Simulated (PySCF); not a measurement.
Computed with r2SCAN-D4/def2-TZVP // B3LYP-D3(BJ)/def2-SVP (PySCF). Isolated molecules, 0 K electronic values unless said otherwise. One relaxed conformer stands for a flexible species; it need not be the lowest. 

Reference species (SMILES): `[SH][GeH2][GeH2][GeH2][GeH2][GeH2][GeH2][SH]` (neutral, multiplicity 1).

```json
{
 "LUMO": "-2.06 eV",
 "HOMO": "-6.08 eV"
}
```

Changed species: `[SH][GeH2][SH]` (H–S–Ge–S torsion -140°, S–Ge–S–H torsion -140°) (n = 1; the reference has n = 6).

Q: Give the shifts of the LUMO and HOMO.

A: the LUMO goes up by 0.92 eV, to -1.14 eV; the HOMO falls by 0.35 eV, to -6.43 eV.
